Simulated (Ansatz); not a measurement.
Geometry optimisation, RKS PBE-D4/def2-SVP (Ansatz).

input.yaml

```yaml
crystal:
  periodic: [false, false, false]
  atoms:
    - { symbol: Sn, position_ang: [0.263396, 0.250204, -1.314632] }
    - { symbol: H, position_ang: [1.13557, -0.443091, 1.4087] }
    - { symbol: H, position_ang: [1.709913, -0.041746, 1.228892] }
    - { symbol: O, position_ang: [-1.173515, 1.539165, -0.670674] }
    - { symbol: H, position_ang: [-1.938639, 1.047483, -0.30898] }
    - { symbol: C, position_ang: [-0.910971, -1.591039, -0.79368] }
    - { symbol: H, position_ang: [-1.311811, -1.542277, 0.240775] }
    - { symbol: H, position_ang: [-1.776692, -1.653736, -1.489574] }
    - { symbol: H, position_ang: [-0.317352, -2.522263, -0.899627] }
basis:
  gaussian: { orbitals: def2-SVP }
hamiltonian:
  xc: pbe
  dispersion: d4
relax:
  f_tol: 0.03
  max_steps: 50
```

Command:

```bash
$ ansatz run input.yaml --threads 2 --pin off --max-ram 3072MiB --backend cpu --events-out ev --progress --plain --runs-dir out
```

Q: Where does it end, and by what steps?

A: The run converged. The force dipped under the threshold on the way, but the program's further checks kept it going. After 11 steps the energy has fallen by 0.047 eV; H2 moved furthest, 0.28 Å.

| step | energy less start (eV) | largest force component (eV/Å) | accepted |
| --- | --- | --- | --- |
| 0 | 0.0000 | 1.432 | yes |
| 1 | -0.0382 | 0.262 | yes |
| 2 | 0.0032 | 1.471 | no |
| 3 | -0.0436 | 0.160 | yes |
| 4 | -0.0453 | 0.158 | yes |
| 5 | -0.0455 | 0.173 | yes |
| 6 | -0.0373 | 0.385 | no |
| 7 | -0.0465 | 0.049 | yes |
| 8 | -0.0468 | 0.080 | yes |
| 9 | -0.0472 | 0.033 | yes |
| 10 | -0.0473 | 0.004 | yes |
| 11 | -0.0474 | 0.015 | yes |

```xyz
9
Properties=species:S:1:pos:R:3
Sn 0.203 0.312 -1.357
H 1.244 -0.690 1.338
H 1.704 -0.082 1.229
O -1.248 1.580 -0.704
H -1.990 1.078 -0.311
C -0.902 -1.547 -0.764
H -1.433 -1.413 0.202
H -1.664 -1.766 -1.545
H -0.235 -2.430 -0.686
```

Whether the end is a true minimum wasn't checked by a vibrational analysis.

The run took 13 s on 2 threads of Arm Neoverse V2, with other jobs on the host, peak memory 0.12 GiB.
